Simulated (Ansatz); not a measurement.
# A geometry optimisation of CF6Sn with PBE0-D4/def2-SVP

The starting geometry of this gas-phase triplet was optimised with GFN2-xTB as a singlet.

```xyz
8

C     1.1033   -1.5111    0.3690
F     1.9313   -0.7268    1.0164
F     1.0301   -2.6837    0.9520
F     1.4767   -1.6419   -0.8814
F    -2.4877   -1.6060   -0.5547
F    -1.7998   -0.2311    2.2869
F    -1.1303    1.3260   -0.4652
Sn   -1.1042   -0.4942    0.4092
```

Problem. Predict what it relaxes into with PBE0-D4/def2-SVP.

Solution. It falls apart into F3Sn + CF3. Contacts that open: C1–Sn8 (2.43 → 4.37 Å).

The energy falls by 1.58 eV over 13 steps:

```
step  E − E(last) (eV)
   1             1.582
   2             0.730
   4             0.200
   5             0.075
   6             0.033
   8             0.005
   9             0.002
  10             0.000
  12             0.000
  13             0.000
```

Final geometry (Å):

```yaml
atoms:
  - { symbol: C, position_ang: [1.9873, -1.9177, 0.3524] }
  - { symbol: F, position_ang: [2.7924, -1.1172, 1.0038] }
  - { symbol: F, position_ang: [1.8839, -3.0832, 0.9393] }
  - { symbol: F, position_ang: [2.3349, -2.0371, -0.9039] }
  - { symbol: F, position_ang: [-3.3149, -1.1480, -0.4966] }
  - { symbol: F, position_ang: [-2.6605, 0.1682, 2.2208] }
  - { symbol: F, position_ang: [-2.0185, 1.6550, -0.4101] }
  - { symbol: Sn, position_ang: [-1.9852, -0.0888, 0.4265] }
```

No frequencies were run, so the end isn't proven a minimum. Open shells are spin-unrestricted. The triplet needn't be the ground state. Atoms past krypton carry core potentials, without spin–orbit terms. Run with Ansatz 0.2.0, 80 s on 2 threads of Intel(R) Xeon(R) Platinum 8488C (Sapphire Rapids) (shared host).
